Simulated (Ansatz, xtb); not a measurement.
**Relative energy of two structures of ClH6NSi2Zn**

Structure X is a singlet given by its coordinates and structure Y is the triplet with the links of `[SiH3][N]([SiH3])[Zn][Cl]`. Both are isolated molecules in the gas phase, relaxed with PBE0-D4/def2-SVP.

X (Å):

```yaml
atoms:
  - { symbol: Cl, position_ang: [0.5720, 2.9392, -0.1431] }
  - { symbol: N, position_ang: [0.3681, -0.0964, -1.0476] }
  - { symbol: Si, position_ang: [-0.6184, 1.2382, -0.5094] }
  - { symbol: Si, position_ang: [1.0039, -1.3366, -0.0101] }
  - { symbol: Zn, position_ang: [-1.6516, 0.5613, 1.5291] }
  - { symbol: H, position_ang: [-2.3448, 0.1455, 2.8609] }
  - { symbol: H, position_ang: [-1.4656, 1.6468, -1.6722] }
  - { symbol: H, position_ang: [0.7363, -0.0471, -1.9955] }
  - { symbol: H, position_ang: [0.2035, -1.2274, 1.2589] }
  - { symbol: H, position_ang: [0.8124, -2.7012, -0.5883] }
  - { symbol: H, position_ang: [2.4495, -1.1789, 0.3377] }
```

Close contacts (Å): Cl1–Si3 2.11, N2–Si3 1.74, N2–Si4 1.74, Si3–Zn5 2.38, N2–H8 1.02, Si3–H7 1.50, Si4–H9 1.50, Si4–H10 1.49, Si4–H11 1.50, Zn5–H6 1.56.

Y (Å):

```xyz
11

Cl   -4.4308    1.1704   -2.5297
N    -1.9968    0.5279   -1.6438
Si   -2.6277   -0.3599   -0.2458
Si   -1.4574    2.2152   -1.5932
Zn   -2.7324   -0.0971   -3.4776
H    -1.4238   -0.8636    0.4886
H    -3.4233   -1.5240   -0.7276
H    -3.4299    0.5006    0.6683
H    -0.0444    2.1721   -1.0993
H    -2.2707    3.0520   -0.6669
H    -1.4706    2.7717   -2.9753
```

Estimate which is lower in electronic energy at CCSD(T)/def2-SVP + ΔMP2/def2-TZVPP, and by roughly how much.

The CCSD(T)/def2-SVP + ΔMP2/def2-TZVPP calculation puts structure X lower, by 63.8 kcal/mol.

The same difference at several levels:

```tsv
level	geometry	E(Y) − E(X) (kcal/mol)	departure from the last row (kcal/mol)	job, with rough time for the two
PBE0-D4/def2-SVP	PBE0-D4/def2-SVP	+56.2	−7.6	optimisation, 5.9 min
HF/def2-SVP	PBE0-D4/def2-SVP	+34.8	−29.0	part of the CCSD(T) run
MP2/def2-SVP	PBE0-D4/def2-SVP	+61.9	−1.9	part of the CCSD(T) run
CCSD(T)/def2-SVP	PBE0-D4/def2-SVP	+53.9	−9.9	single point
CCSD(T)/def2-SVP + ΔMP2/def2-TZVPP	PBE0-D4/def2-SVP	+63.8		single point, 3.9 min
```

None of the levels shown reverses the order. The largest departure from CCSD(T)/def2-SVP + ΔMP2/def2-TZVPP is that of HF/def2-SVP, 29.0 kcal/mol. At CCSD(T)/def2-SVP + ΔMP2/def2-TZVPP a singlet with the links of Y lies below this triplet. Levels run at GFN2-xTB geometries aren't shown. The last row adds to CCSD(T) the change of the MP2 difference between the two basis sets, here +9.9 kcal/mol, a large step that makes the value less sure.

With thermal terms from frequencies at re-optimised GFN2-xTB minima (ideal gas, soft modes damped towards free rotors, one conformer each, 298.15 K, 1 atm): on the last row, ΔE + ΔZPE = +62.9, ΔH = +63.2, ΔG = +62.6 kcal/mol.

Open shells are spin-unrestricted. The correlated steps freeze 21 core orbitals; the last core shell of Zn is correlated, in a basis made for valence electrons. ΔG holds the spin degeneracy. Programs: Ansatz 0.2.0, xtb 6.7.1; the last row on 2 threads of Arm Neoverse V2 on a shared host.
